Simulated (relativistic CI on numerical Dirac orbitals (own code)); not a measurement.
Computed by Dirac-Coulomb-Breit CI, orbitals from a KLI potential per configuration, model QED, unscaled Slater integrals (own radial code, finite nucleus).

The strongest absorption lines from the ground level of an ion, among the configurations computed and to levels below about 5830 eV (vacuum wavelength in Å, gf): 2.8982 (0.1), 2.9412 (0.068), 4.0081 (0.27), 4.0688 (0.032), 4.1830 (0.25), 10.385 (0.00052), 26.394 (0.58), 85.365 (0.053).

Task: Which ion is it?
A. Lu59+
B. Lu57+
C. Pm49+
D. Os64+

Result: A. Lu59+ has 12 electrons and the ground level 3s² ¹S0; the strongest line goes to 3s3p ¹P°1. The pattern of lines fixes the number of electrons, and along that sequence the line energies rise steadily with the charge (about as its square where n changes within one kind of shell, about linearly where n is kept but much faster in heavy ions where fine structure, which grows about as Z⁴, sets the gap, and irregularly where shells cross), which fixes Z. Configurations outside the model, such as inner-shell arrays, can give stronger lines. At this charge energies of transitions that change n are usually good to better than 1 %, and those within a shell (Δn = 0) to a few per cent.

LS names give the leading component of a level, which can be under half, so a name can repeat, a term be missing and a line seem to break the LS rules.
